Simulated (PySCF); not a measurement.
Al(F)(H)(SeH) (AlFH₂Se), SMILES [AlH]([SeH])[F]. Coordinates come from a B3LYP-D3(BJ)/def2-TZVP optimisation. One conformer was computed; it need not be the lowest.

Computed with B3LYP-D3(BJ)/def2-TZVP run with PySCF 2.14.0.

Harmonic wavenumbers (cm⁻¹): 159, 251, 384, 458, 584, 660, 838, 1993, 2397. Rotational constants (GHz): 21.51, 2.230, 2.020; symmetry number 1.

Question: Work out the zero-point energy and the ideal-gas rigid-rotor harmonic-oscillator thermochemistry at 298.15 K and 1 atm.

Answer: ZPE = ½ Σ hcν = ½ × 7725 cm⁻¹ = 46.21 kJ/mol. H − E(el) = 61.54 kJ/mol. Entropy in J/(mol K): translation 169.16, rotation 107.15, vibration 29.66, total 305.96. G − E(el) = -29.69 kJ/mol. Cp = 71.24 J/(mol K).
